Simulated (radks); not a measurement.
Neutral xenon, 54 electrons, occupied as [Xe] (the NIST ground configuration).

All-electron calculation, scalar-relativistic Kohn-Sham, PBE, spin-unpolarised, spherical densities, point nucleus; hard spherical wall at 7 bohr. Program: a radial shooting solver on a logarithmic mesh with Libxc functionals.

Energy parts (Ry):
total: -14894.59477
kinetic: 15663.78590
electron-nucleus: -36051.69265
Hartree: 5866.49675
exchange-correlation: -373.18477

Orbitals (lengths in bohr, moments of r in powers of bohr; r(90%) holds 90 % of the orbital's charge):
orbital	occ.	eigenvalue (Ry)	<r^2>	<1/r>	r(90%)	<r^4>
1s	2	-2526.386	0.0009637	58.11	0.0480	2.434e-06
2s	2	-393.1687	0.01549	13.33	0.177	0.0004121
2p	6	-352.7725	0.01228	12.73	0.163	0.0002986
3s	2	-80.40753	0.1073	4.792	0.450	0.01747
3p	6	-67.36271	0.1074	4.552	0.456	0.01833
3d	10	-48.02460	0.09328	4.311	0.441	0.01583
4s	2	-14.49879	0.5800	1.951	1.03	0.4936
4p	6	-10.36894	0.6661	1.790	1.12	0.6728
4d	10	-4.35068	0.8981	1.512	1.33	1.369
5s	2	-1.43951	3.930	0.7023	2.72	23.79
5p	6	-0.59402	6.056	0.5625	3.45	59.14
6s	0	0.14996	18.80	0.2991	5.56	435.7
5d	0	0.24911	14.71	0.3279	5.23	292.7
4f	0	0.67715	18.61	0.2839	5.64	439.5

The highest occupied level is 5p at -8.082 eV. The density falls to 0.001 e/bohr^3 at r = 4.40 bohr.
